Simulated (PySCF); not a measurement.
Two species compared at the same levels of theory.

First species: C₈H₁₄Si.
InChI=1S/C8H14Si/c1-2-7-3-6-4-8(7)9-5-6/h3,6,8H,2,4-5,9H2,1H3/t6-,8-/m0/s1

Second species: C4H10OSi.
Numbering: `[CH3:1][Si@@H:2]1[CH2:3][CH2:4][CH2:5][O:6]1` (hydrogens: H7, H8, H9 on C1; H10 on Si2; H11, H12 on C3; H13, H14 on C4; H15, H16 on C5)

Structure used (GFN2-xTB), in Å, numbered top down from 1:
```
atom  x, y, z in Å
C1     2.3931   -0.1183   -0.3148
Si2    0.8129    0.2427    0.6593
C3    -0.5920   -1.0466    0.5251
C4    -1.5406   -0.3668   -0.4631
C5    -1.3964    1.1407   -0.2520
O6    -0.0363    1.4460   -0.0628
H7     2.1885   -0.5086   -1.3075
H8     3.0044   -0.8430    0.2110
H9     2.9799    0.7867   -0.4291
H10    1.0889    0.5979    2.0561
H11   -1.0866   -1.1781    1.4869
H12   -0.3036   -2.0339    0.1738
H13   -1.2318   -0.6022   -1.4832
H14   -2.5782   -0.6769   -0.3361
H15   -1.9562    1.4551    0.6364
H16   -1.7537    1.7140   -1.1114
```

Levels: PBE0/pcSseg-1 for HOMO energy, LUMO energy and HOMO–LUMO gap. Geometries: GFN2-xTB. All species are isolated and taken at one optimised geometry, non-relativistic unless stated; the electronic structure was computed with PySCF and density fitting.

Values for the first species:

* HOMO energy: -6.44 eV
* LUMO energy: 0.59 eV
* HOMO–LUMO gap: 7.03 eV

Task: Estimate the same properties for the second species, and the change in each.

Result: 
| property | first | second | second less first |
| --- | --- | --- | --- |
| HOMO energy | -6.44 eV | -7.68 eV | -1.24 eV |
| LUMO energy | 0.59 eV | 1.20 eV | +0.61 eV |
| HOMO–LUMO gap | 7.03 eV | 8.88 eV | +1.85 eV |

One conformer stands for the species.
